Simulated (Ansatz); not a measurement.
Ca₃⁺. Total charge 1; quartet. Geometry PBE0/def2-TZVP; atoms count from 1.

Cartesian coordinates in Å:
```
Ca 1.601 -0.088 -1.271
Ca -0.937 -1.722 0.585
Ca -0.664 1.809 0.686
```

At PBE0/def2-TZVP a doublet of charge 1 lies 0.39 eV below the quartet, each at its own geometry. The structure comes from a short search, and lower isomers may exist.

(1) Estimate the Mulliken populations from the PBE0/def2-TZVP orbitals of Ansatz.

(2) Where does the spin sit?

(3) And the Mayer bond orders between bonded heavy atoms (over 0.3)?

## Answers

(1) 
```json
{"atom": "Ca1", "charge (e)": "0.33", "spin (α − β)": "1.00"}
{"atom": "Ca2", "charge (e)": "0.33", "spin (α − β)": "1.00"}
{"atom": "Ca3", "charge (e)": "0.33", "spin (α − β)": "1.00"}
```
Mulliken values and Mayer orders depend strongly on the basis.

(2) Summed by element: Ca 3.00, of 3 unpaired in all. Largest on single atoms: Ca1 1.00, Ca2 1.00, Ca3 1.00.

(3) Ca1–Ca2 0.92 (3.54 Å); Ca1–Ca3 0.92 (3.54 Å); Ca2–Ca3 0.92 (3.54 Å).
